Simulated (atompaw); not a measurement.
Building the PAW (atompaw) potential for manganese (Mn) (LDA (PW92), scalar-relativistic).

Mn (Z = 25), PAW, made with atompaw 4.2.0.5 (LDA (PW92), scalar-relativistic). Core [Ne] 3s2, reference 3p6 3d6 4s1 4p0. Waves: 4s (bound): rc 2.75 bohr; 4s channel at 0.9 Ry: rc 2.75 bohr; 3p (bound): rc 1.40 bohr; 4p (bound, empty): rc 2.75 bohr; 3d (bound): rc 1.15 bohr; 3d channel at 3.8 Ry: rc 1.15 bohr. Local part: vpsmatchnc scheme with l = 3 at 0.5 Ry, radius 2.65 bohr. Core correction: smooth core density matched at 1.65 bohr. Augmentation charge: besselshape compensation charge, radius 2.35 bohr; PAW radius 2.75 bohr; waves and projectors: custom polynom2 7 10 vanderbiltortho.

All-electron outer shells of the reference configuration (LDA (PW92), scalar-relativistic, ld1.x):

```tsv
shell	level (eV)	outermost node (bohr)	outermost maximum (bohr)
2p	-625.04	–	0.19
3s	-81.16	0.34	0.74
3p	-50.38	0.31	0.75
4s	-4.33	1.07	2.60
3d	-3.61	–	0.77
4p	-1.02	1.18	3.74
```

Calculated quality:

```json
{
 "Ghost test": "no extra level below or beside the all-electron valence levels (s, p, d, f tested) (spherical-Bessel basis up to 400 Ry, 20 bohr box)",
 "Lowest eigenvalue of the overlap operator": "0.63 (p channel)",
 "Overlap eigenvalues printed by atompaw (projector basis)": "0.00611, 0.0774, 1.31, 79.1, 130, 539",
 "Share of each valence orbital outside the PAW sphere": "4s 60 %, 3p 0 %, 4p 87 %, 3d 8 %"
}
```

Generation and tests took about 9.3 s on one core of a shared host (Intel(R) Xeon(R) Platinum 8259CL CPU @ 2.50GHz, 96 threads, 755 GiB, load 46).
